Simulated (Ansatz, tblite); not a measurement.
Cost and result up the ladder for Si13H20, a cluster cut from cubic silicon (33 atoms). Charge 0, multiplicity 1. Geometry: PBE-D4/def2-SVP.

```xyz
33

Si   -1.9066   -0.1529    2.9148
Si    1.0654    2.5464   -2.6728
Si   -2.3350    0.6505   -0.7681
Si    0.9583    1.6054    1.1158
Si    1.3608   -2.0582    2.2333
Si    1.0449   -1.1789   -1.5028
Si   -1.8192   -2.9611    0.2726
Si    1.6669    3.1791   -0.4836
Si   -1.3837    1.4216    1.2418
Si   -0.9827   -2.2468    2.3559
Si    1.7563    0.3440   -3.1492
Si   -1.2969   -1.3699   -1.3845
Si    1.8992   -0.4815    0.5748
H    -3.4047   -0.2802    3.0453
H    -1.3523    0.3062    4.2411
H     1.7212    3.4890   -3.6534
H    -0.4258    2.6633   -2.8474
H    -3.8018    0.3805   -0.5298
H    -2.2230    1.6819   -1.8606
H     1.4612    2.0283    2.4782
H     1.9109   -1.6141    3.5662
H     1.9667   -3.3965    1.8895
H     1.6029   -2.5474   -1.8246
H    -3.3159   -3.1333    0.3612
H    -1.2090   -4.2937   -0.0869
H     1.1050    4.5443   -0.1685
H     3.1732    3.2653   -0.4231
H    -1.9699    2.7668    1.6056
H    -1.3553   -3.2573    3.4175
H     1.2513   -0.0722   -4.5097
H     3.2658    0.3285   -3.1832
H    -1.8270   -1.8332   -2.7224
H     3.3986   -0.3240    0.4570
```

Ansatz on 2 threads of AMD EPYC 7R13 on a shared host and a share (18 GiB) of an NVIDIA H100 80GB HBM3; xTB runs through tblite on one thread. Times are rough, summed over both states, and most runs start from the orbitals of an earlier one. r2SCAN0-D4/def2-TZVP serves as the yardstick here, not as an exact answer. The other state is a doublet.

The xTB rows come from tblite. Single mean-field runs in def2-TZVP are fitted with def2-universal-jkfit.

Raw xTB energies of ions are shifted by several eV.

```
                          level  functions  vertical IE (eV)  difference from r2SCAN0-D4/def2-TZVP (eV)
                       GFN1-xTB        157             12.61                                       3.94
                       GFN2-xTB        137             10.55                                       1.88
           r2SCAN0-D4/def2-TZVP        601              8.67                                       0.00
PBE0-D4/def2-TZVP (with forces)        601              8.60                                      -0.07
 PBE-D4/def2-TZVP (with forces)        601              8.16                                      -0.51
```

(1) Estimate how long each takes.

Results:

(1) GFN1-xTB 0.24 s; GFN2-xTB 0.29 s; PBE-D4/def2-TZVP (with forces) 21 s; r2SCAN0-D4/def2-TZVP 27 s; PBE0-D4/def2-TZVP (with forces) 28 s. On shared hardware such times vary by a factor of up to 3.
